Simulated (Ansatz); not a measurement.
C$_{2}$H$_{7}$NOSi (`CN([SiH3])C=O`), 12 atoms. Total charge 0; spin multiplicity 1. All runs use 4 threads of an Arm Neoverse V2 on a shared host. Correlated methods freeze the cores.

Task: How many basis functions does each run have, and how long does it take in Ansatz? direct RPA on PBE orbitals/def2-TZVPP energy; RKS B2PLYP (frozen core)/def2-TZVPP energy; RKS PBE0-D4/def2-TZVP frequencies; RKS PBE-D4/def2-TZVPP energy and forces; RKS PBE0-D4/def2-TZVP relaxation (7 steps); RKS PBE0-D4/def2-SVP energy; RKS PBE0-D4/def2-QZVPP energy; RHF-CCSD(T)/def2-SVP energy; RHF-MP2/def2-QZVPP energy; RKS PBE0-D4/def2-TZVPP energy; RKS ωB97M-V/def2-QZVPP energy; RKS ωB97M-V/def2-SVP energy. (Best estimate.)

Result: The calculation gave: Other jobs shared the machine, so times are rough.

```tsv
level	job	functions	wall time	peak host memory (GiB)
RKS PBE0-D4/def2-SVP	energy	109	0.9 s	0.49
RKS PBE-D4/def2-TZVPP	energy and forces	264	2.2 s	0.34
RKS PBE0-D4/def2-TZVPP	energy	264	2.2 s	0.63
RKS ωB97M-V/def2-SVP	energy	109	3.3 s	0.49
RHF-CCSD(T)/def2-SVP	energy	109	4.2 s	0.54
RKS B2PLYP (frozen core)/def2-TZVPP	energy	264	4.5 s	0.71
direct RPA on PBE orbitals/def2-TZVPP	energy	264	4.5 s	0.67
RKS PBE0-D4/def2-QZVPP	energy	508	6.5 s	1.8
RKS ωB97M-V/def2-QZVPP	energy	508	16 s	2.2
RHF-MP2/def2-QZVPP	energy	508	19 s	3.5
RKS PBE0-D4/def2-TZVP	relaxation (7 steps)	203	20 s	0.5
RKS PBE0-D4/def2-TZVP	frequencies	203	2.2 min	0.51
```
